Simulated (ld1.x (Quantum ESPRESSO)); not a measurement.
**Si (Z = 14), TM semilocal: configuration errors across variants**

silicon, norm-conserving Troullier–Martins (semilocal form), made with ld1.x (Quantum ESPRESSO) 7.5 (LDA (PZ), scalar-relativistic). Core [Ne], reference 3s2 3p2. Waves: 3s (bound): rc 1.65 bohr; 3p (bound): rc 1.40 bohr. Local part: the p channel. Core correction: none.

All-electron excitation energies from the reference (eV): (1) 3s2 3p1 7.829; (2) 3s2 3p0 23.943; (3) 3s1 3p0 58.088; (4) 3s0 3p4 13.779; (5) 3s2 3p2.3 -0.957; (6) 3s2 3p1.5 2.965; (7) 3s1 3p2 15.242; (8) 3s2 3p2 spin -0.611; (9) 3s2 3p1 spin 7.624.

Spin tests fill each open shell by Hund’s rule, majority spin first.

In the semilocal form every listed channel keeps its own potential, so the choice of the local channel does not act on these tests. It acts once the file is put into the separable form.

A semilocal file is local in each channel, so a ghost entry of none says nothing of the separable form that plane-wave codes build from it.

3 further variants failed, have other tests or another functional or relativity, and are left out.

Errors AE − PS in meV (a dash: test not solved or not reliable):

| change | (1) | (2) | (3) | (4) | (5) | (6) | (7) | (8) | (9) | bound ghosts |
| --- | --- | --- | --- | --- | --- | --- | --- | --- | --- | --- |
| base | +4.0 | +32 | +215 | +35 | +0.1 | +0.6 | +21 | +40 | +21 | none |
| form changed from semilocal to separable (Kleinman–Bylander), still TM; local potential all-electron potential smoothed inside 1.40 bohr (lloc = -1) | +5.0 | +39 | +234 | +36 | +0.2 | +0.8 | +23 | +40 | +22 | none |
| local potential the s channel | +4.0 | +32 | +215 | +35 | +0.1 | +0.6 | +21 | +40 | +21 | none |
| wave 3p (bound): rc 1.40 bohr becomes 3p (bound): rc 2.06 bohr | +3.7 | +36 | +232 | +18 | +0.1 | +0.5 | +15 | +41 | +21 | none |
| core correction a·sin(br)/r model core inside 0.98 bohr | +2.6 | +11 | +35 | +9.0 | +0.1 | +0.5 | +8.7 | +1.0 | +2.4 | none |
| all radii scaled by about 1.30 (s 2.14, p 1.82 bohr) | +5.3 | +49 | +237 | +8.7 | +0.1 | +0.7 | +11 | +42 | +23 | none |
| wave 3p (bound): rc 1.40 bohr becomes 3p (bound): rc 1.10 bohr | +9.2 | +71 | +227 | +158 | +0.3 | +1.7 | +61 | +71 | +48 | none |
| form changed from semilocal to separable (Kleinman–Bylander), still TM; local potential all-electron potential smoothed inside 1.45 bohr (lloc = -1) | +5.0 | +39 | +233 | +36 | +0.1 | +0.8 | +22 | +40 | +22 | none |
| all radii scaled by about 1.19 (s 1.96, p 1.66 bohr) | +4.2 | +38 | +229 | +17 | +0.1 | +0.6 | +15 | +41 | +21 | none |

Task: Give the same row for: wave 3s (bound): rc 1.65 bohr becomes 3s (bound): rc 1.54 bohr.

Result: +4.1, +32, +216, +34, +0.1, +0.7, +21, +40, +21; bound ghosts: none.
